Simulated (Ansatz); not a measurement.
Gas-phase electronic energies from Ansatz, PBE0-D4/def2-TZVP geometries. CCSD(T)/CBS adds triple-zeta CCSD(T) − MP2 to the extrapolated MP2 energy (def2 sets, frozen cores). This one scheme is used for every species. Functionals use def2-TZVPP. B3LYP here is the variant with VWN-RPA as its local correlation; programs differ in this. Each species was taken in one conformer, which may not be the lowest.

`[SiH3]BO[SiH3]` + `N[SiH3]` → `[SiH3]BN[SiH3]` + silanol  (ligand exchange at a B–O bond)

| level | ΔE (kJ/mol) | difference from CCSD(T)/CBS |
| --- | --- | --- |
| PBE-D4 | -8.5 | -4.4 |
| r2SCAN-D4 | -4.3 | -0.2 |
| PBE0-D4 | -7.0 | -2.9 |
| B3LYP-D4 | -2.0 | 2.1 |
| ωB97X-V | -1.8 | 2.3 |
| ωB97M-V | -3.7 | 0.4 |
| B2PLYP | 0.7 | 4.8 |
| PBE | -5.1 | -1.0 |
| r2SCAN | -3.5 | 0.6 |
| PBE0 | -4.0 | 0.1 |
| B3LYP | 3.5 | 7.6 |
| HF/def2-TZVPP | 12.8 | 16.9 |
| MP2/def2-TZVPP | -5.6 | -1.5 |
| SCS-MP2/def2-TZVPP | -1.9 | 2.2 |
| CCSD/def2-TZVPP | -1.4 | 2.7 |
| CCSD(T)/def2-TZVPP | -3.9 | 0.2 |
| HF/def2-QZVPP | 13.8 | 17.9 |
| MP2/def2-QZVPP | -5.4 | -1.3 |
| SCS-MP2/def2-QZVPP | -1.7 | 2.4 |
| HF/CBS(def2) | 13.9 | 18.0 |
| MP2/CBS(def2) | -5.8 | -1.7 |
| CCSD/CBS(def2) | -1.7 | 2.4 |
| CCSD(T)/CBS | -4.1 | 0 |

Largest T1 diagnostic among the species: 0.014.

The D4 term adds −5.5 kJ/mol with B3LYP and −2.9 kJ/mol with PBE0; it sums over pairs of atoms, weighted by their polarisabilities, and B3LYP, whose exchange is more repulsive, gets the larger term. In def2-TZVPP, CCSD(T) changes the Hartree–Fock value by −16.6 kJ/mol (the triples alone add −2.4 kJ/mol) and MP2 by −18.3 kJ/mol.
